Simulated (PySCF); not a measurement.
Be2H2, SMILES [BeH][BeH]. Geometry optimised at PBE0-D3(BJ)/def2-TZVPD.

### Question
Give the equilibrium geometry at PBE0-D3(BJ)/def2-TZVPD (PySCF confirms it by a frequency run) as Cartesian coordinates in Å, and its point group. (The exact figures need the calculation; the answer reports its results.)

### Answer
point group D∞h.
```xyz
4

H      0.0000     0.0000    -2.3969
Be     0.0000     0.0000    -1.0514
Be     0.0000     0.0000     1.0514
H      0.0000     0.0000     2.3969
```
